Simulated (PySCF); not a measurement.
# Bond curve of AlTl

Set-up: basis Al def2-SVP, Tl def2-SVP with ECP60; scalar-relativistic core potentials; PySCF 2.14. Energies in eV from Al + Tl in their ground configurations at the same level. State: ³Π (triplet), unpaired electrons σ ↑, π ↑.

All columns are PBE0. A positive dipole means Al(−)Tl(+).

```json
{"R (Å)": "2.518", "E (eV)": "-0.969", "μ (D)": "0.58", "Mulliken charge on Al (basis-dependent)": "0.03", "HOMO (eV)": "-4.41", "LUMO (eV)": "-3.08", "Mayer bond order": "1.24", "⟨S²⟩": "2.01"}
{"R (Å)": "2.635", "E (eV)": "-1.180", "μ (D)": "0.70", "Mulliken charge on Al (basis-dependent)": "0.01", "HOMO (eV)": "-4.43", "LUMO (eV)": "-2.94", "Mayer bond order": "1.20", "⟨S²⟩": "2.01"}
{"R (Å)": "2.752", "E (eV)": "-1.295", "μ (D)": "0.84", "Mulliken charge on Al (basis-dependent)": "-0.01", "HOMO (eV)": "-4.33", "LUMO (eV)": "-2.83", "Mayer bond order": "1.16", "⟨S²⟩": "2.01"}
{"R (Å)": "2.840", "E (eV)": "-1.336", "μ (D)": "0.94", "Mulliken charge on Al (basis-dependent)": "-0.02", "HOMO (eV)": "-4.24", "LUMO (eV)": "-2.75", "Mayer bond order": "1.14", "⟨S²⟩": "2.01"}
{"R (Å)": "2.928", "E (eV)": "-1.347", "μ (D)": "1.04", "Mulliken charge on Al (basis-dependent)": "-0.03", "HOMO (eV)": "-4.15", "LUMO (eV)": "-2.68", "Mayer bond order": "1.12", "⟨S²⟩": "2.01"}
{"R (Å)": "3.016", "E (eV)": "-1.335", "μ (D)": "1.14", "Mulliken charge on Al (basis-dependent)": "-0.04", "HOMO (eV)": "-4.07", "LUMO (eV)": "-2.61", "Mayer bond order": "1.10", "⟨S²⟩": "2.01"}
{"R (Å)": "3.133", "E (eV)": "-1.295", "μ (D)": "1.26", "Mulliken charge on Al (basis-dependent)": "-0.05", "HOMO (eV)": "-3.97", "LUMO (eV)": "-2.53", "Mayer bond order": "1.08", "⟨S²⟩": "2.01"}
{"R (Å)": "3.279", "E (eV)": "-1.216", "μ (D)": "1.39", "Mulliken charge on Al (basis-dependent)": "-0.07", "HOMO (eV)": "-3.86", "LUMO (eV)": "-2.45", "Mayer bond order": "1.06", "⟨S²⟩": "2.01"}
{"R (Å)": "3.455", "E (eV)": "-1.097", "μ (D)": "1.53", "Mulliken charge on Al (basis-dependent)": "-0.08", "HOMO (eV)": "-3.75", "LUMO (eV)": "-2.37", "Mayer bond order": "1.05", "⟨S²⟩": "2.01"}
{"R (Å)": "3.689", "E (eV)": "-0.923", "μ (D)": "1.66", "Mulliken charge on Al (basis-dependent)": "-0.08", "HOMO (eV)": "-3.63", "LUMO (eV)": "-2.27", "Mayer bond order": "1.03", "⟨S²⟩": "2.00"}
```

A fit through these points gives, at Re = 2.924 Å, μ = 1.04 D and dμ/dR = 1.14 D/Å; the reduced mass is 23.84 u.

How strong is the fundamental in the double-harmonic approximation, I = 42.26·(dμ/dR)²/μred km/mol?

I = 42.26·(1.14)²/23.84 = 2.30 km/mol at PBE0.

These are scalar-relativistic numbers at best; spin–orbit coupling would shift them, the dissociation energy most. The state was picked by a PBE0 search and need not be the measured ground state.
